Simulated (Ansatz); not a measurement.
Dissociation curve of MgC, lowest triplet found (which spin is the ground state isn't settled by this scan).

Levels: ROHF/aug-cc-pVDZ (Ansatz, a program for electronic structure); ROMP2 = Ansatz with MP2 on ROHF/aug-cc-pVDZ, frozen core; ROCCSD = CCSD on ROHF/aug-cc-pVDZ, frozen core (Ansatz); ROCCSD(T) = CCSD(T) on ROHF/aug-cc-pVDZ, frozen core run with Ansatz; ROCCSDT = CCSDT on ROHF/aug-cc-pVDZ, frozen core (Ansatz); UKS-PBE = unrestricted PBE/aug-cc-pVDZ (Ansatz); UKS-BLYP = unrestricted BLYP/aug-cc-pVDZ run with Ansatz; FCI = full CI/aug-cc-pVDZ, frozen core (Ansatz).

All curves are set to zero at 2.11 Å and compared with full CI in the same basis at 2.11, 2.20, 2.24, 2.33, 2.44, 2.60, 2.73, 2.91, 3.18, 3.46, 3.85, 4.30, 4.78, 5.40, 6.33, 7.38 Å.

**Question.** Order the methods by the spread of their error (largest minus smallest) over these points.

**Answer.** ROCCSDT has the smallest spread and ROHF the largest. In order (eV): ROCCSDT 0.0252, ROCCSD(T) 0.0774, ROCCSD 0.2584, UKS-BLYP 0.2768, UKS-PBE 0.4507, ROMP2 0.4601, ROHF 1.4989.

Errors against full CI at some of the points (eV):

```tsv
method	2.60 Å	3.18 Å	4.30 Å	5.40 Å	7.38 Å
ROCCSDT	-0.008	-0.018	-0.025	-0.025	-0.025
ROCCSD(T)	0.006	-0.033	-0.068	-0.071	-0.071
ROCCSD	-0.038	-0.168	-0.251	-0.257	-0.258
UKS-BLYP	-0.067	-0.117	0.053	0.133	0.159
UKS-PBE	-0.001	0.039	0.302	0.409	0.447
ROMP2	-0.079	-0.335	-0.442	-0.445	-0.446
ROHF	-0.626	-1.209	-1.469	-1.493	-1.499
```

The T1 diagnostic of CCSD on the restricted reference of ROMP2, ROCCSD, ROCCSD(T), ROCCSDT exceeds 0.045 at 1.58 to 3.18 Å. The unrestricted determinant behind UKS-PBE is spin-contaminated at 1.58 to 3.85 Å (<S²> up to 2.4, against 2.00 for a pure triplet). The unrestricted determinant behind UKS-BLYP is spin-contaminated at 1.58 to 2.91 Å (<S²> up to 2.3, against 2.00 for a pure triplet). Also computed but left out beside FCI, since their determinant holds another spin at the minimum (<S²> over 0.7 above the pure value): UHF, UMP2, UCCSD, UCCSD(T), UCCSDT, UCCSDT(Q), UHF/LANL2DZ, UHF/STO-3G, UMP2/6-31G*.
